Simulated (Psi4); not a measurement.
C4H9Cl, triplet, at the geometry of the source list (a higher spin typed on purpose: for a closed-shell molecule this is an excited state); PBE0/def2-SVP (Psi4 1.11).

The Psi4 input:
```
memory 2 GB

molecule {
0 3
  C    -0.29870000    1.42610000   -0.00900000
  C     0.03130000   -0.01950000    0.33420000
  C     1.35980000   -0.44630000   -0.27350000
  C    -1.09450000   -0.95900000   -0.07370000
  Cl    0.19950000   -0.12440000    2.13160000
  H    -0.40810000    1.53000000   -1.08640000
  H    -1.22760000    1.72970000    0.46690000
  H     0.49440000    2.08950000    0.32670000
  H     2.16100000    0.20780000    0.06090000
  H     1.60270000   -1.46570000    0.01550000
  H     1.29810000   -0.39630000   -1.35850000
  H    -1.22680000   -0.92380000   -1.15290000
  H    -2.02740000   -0.66720000    0.40190000
  H    -0.86380000   -1.98090000    0.21630000
}

set basis def2-svp
set reference uks

energy('pbe0')
print_variables()
```

The log (banner, timings and long lists left out):

```
   => Loading Basis Set <=

    Name: DEF2-SVP
    Role: ORBITAL
    Keyword: BASIS

         ---------------------------------------------------------
                                   SCF
               by Justin Turney, Rob Parrish, Andy Simmonett
                          and Daniel G. A. Smith
                              UKS Reference
         ---------------------------------------------------------

  ==> Geometry <==

    Molecular point group: c1
    Full point group: C1

    Geometry (in Angstrom), charge = 0, multiplicity = 3:

       Center              X                  Y                   Z               Mass
    ------------   -----------------  -----------------  -----------------  -----------------
         C           -0.372060426276     1.471846360738    -0.792899007887    12.000000000000
         C           -0.042060426276     0.026246360738    -0.449699007887    12.000000000000
         C            1.286439573724    -0.400553639262    -1.057399007887    12.000000000000
         C           -1.167860426276    -0.913253639262    -0.857599007887    12.000000000000
         CL           0.126139573724    -0.078653639262     1.347700992113    34.968852682000
         H           -0.481460426276     1.575746360738    -1.870299007887     1.007825032230
         H           -1.300960426276     1.775446360738    -0.316999007887     1.007825032230
         H            0.421039573724     2.135246360738    -0.457199007887     1.007825032230
         H            2.087639573724     0.253546360738    -0.722999007887     1.007825032230
         H            1.529339573724    -1.419953639262    -0.768399007887     1.007825032230
         H            1.224739573724    -0.350553639262    -2.142399007887     1.007825032230
         H           -1.300160426276    -0.878053639262    -1.936799007887     1.007825032230
         H           -2.100760426276    -0.621453639262    -0.381999007887     1.007825032230
         H           -0.937160426276    -1.935153639262    -0.567599007887     1.007825032230

  Running in c1 symmetry.

  Rotational constants: A =      0.15213  B =      0.10178  C =      0.10178 [cm^-1]
  Rotational constants: A =   4560.72571  B =   3051.27903  C =   3051.24651 [MHz]
  Nuclear repulsion =  242.347989426229219

  Charge       = 0
  Multiplicity = 3
  Electrons    = 50
  Nalpha       = 26
  Nbeta        = 24

  ==> Algorithm <==

  SCF Algorithm Type is DF.
  DIIS enabled.
  MOM disabled.
  Fractional occupation disabled.
[...]
      Ntotal   =   50.0000007693 ; deviation = 7.693e-07

   @Spin Contamination Metric:   4.334589214E-03
   @S^2 Expected:                2.000000000E+00
   @S^2 Observed:                2.004334589E+00
   @S   Expected:                1.000000000E+00
   @S   Observed:                1.000000000E+00

    Orbital Energies [Eh]
    ---------------------

    Alpha Occupied:

[...]
    Alpha Virtual:

[...]
    Beta Occupied:

[...]
    Beta Virtual:

[...]
    Final Occupation by Irrep:
              A
    DOCC [    24 ]
    SOCC [     2 ]
    NA   [    26 ]
    NB   [    24 ]

  @DF-UKS Final Energy:  -617.19332055080304

   => Energetics <=

    Nuclear Repulsion Energy =            242.3479894262292191
    One-Electron Energy =               -1326.7230375832612026
    Two-Electron Energy =                 507.3101705492302358
    DFT Exchange-Correlation Energy =     -40.1284429430013461
    Empirical Dispersion Energy =           0.0000000000000000
    VV10 Nonlocal Energy =                  0.0000000000000000
    Total Energy =                       -617.1933205508030369

  UHF NO Occupations:
  HONO-2 :   24  A 1.9992972
  HONO-1 :   25  A 1.0000000
  HONO-0 :   26  A 1.0000000
  LUNO+0 :   27  A 0.0007028
  LUNO+1 :   28  A 0.0005572
  LUNO+2 :   29  A 0.0002955
  LUNO+3 :   30  A 0.0002629

Computation Completed

Properties will be evaluated at   0.000000,   0.000000,   0.000000 [a0]

Properties computed using the SCF density matrix

 Multipole Moments:

 ------------------------------------------------------------------------------------
     Multipole            Electronic (a.u.)      Nuclear  (a.u.)        Total (a.u.)
 ------------------------------------------------------------------------------------

 L = 1.  Multiply by 2.5417464519 to convert [e a0] to [Debye]
 Dipole X            :          0.8308674           -0.9195810           -0.0887136
 Dipole Y            :         -0.5208503            0.5733770            0.0525267
 Dipole Z            :          9.7691535           -9.8253483           -0.0561947
 Magnitude           :                                                    0.1174181

 ------------------------------------------------------------------------------------

  Variable Map:
  ----------------------------------------------------------------------------
[...]
  Array Variable Map:
  ----------------------------------------------------------------------------
[...]
[...]
```
